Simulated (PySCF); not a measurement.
**Dipole response of Mo(2+) (molybdenum, charge +2)**

[Kr] 4d4, high-spin 5D determinant. Computed with PySCF 2.14 in def2-TZVPPD with the def2 core potential (28 electrons) (6s4p3d2f1g, 56 functions), with a scalar-relativistic core potential. Coupled (time-dependent) response in atomic units; α is the mean over directions.

| method | mean α (bohr³) | α xx, yy, zz | C₆ (like pair) | S(−4) |
| --- | --- | --- | --- | --- |
| UHF | 8.494 | 7.958, 7.958, 9.567 | 44.55 | 27.02 |
| PBE | 9.640 | 9.131, 9.131, 10.66 | 50.43 | 43.08 |
| PBE0 | 9.196 | 8.681, 8.681, 10.23 | 48.26 | 35.98 |
| BP86 | 9.630 | 9.108, 9.108, 10.68 | 50.57 | 41.74 |
| wB97M-V | 9.467 | 8.943, 8.943, 10.51 | 49.30 | 41.31 |

S(−4) is the Cauchy moment in α(ω) = α(0) + S(−4) ω² + …

Spin-orbit coupling is absent.

α(iu) at PBE0:

```tsv
u (hartree)	α(iu) (bohr³)
0	9.196
0.0500	9.108
0.100	8.861
0.200	8.085
0.300	7.228
0.500	5.820
0.750	4.591
1.00	3.699
1.50	2.490
2.00	1.749
3.00	0.9658
5.00	0.4044
```

A single London oscillator, α(iu) = α/(1 + u²/ω²), gives C₆ = (3/4) ω α². Matching the computed C₆ needs ω = 4 × 48.26 / (3 × 9.196²) = 0.761 hartree.

For an ion, C₆ is the dispersion term alone; charge-induced terms of lower order in 1/R come first.

The components differ because the open shell of this determinant is not spherical; for a pure term their mean is the scalar polarisability.

Energies and moments cover only the electrons outside the core potential.
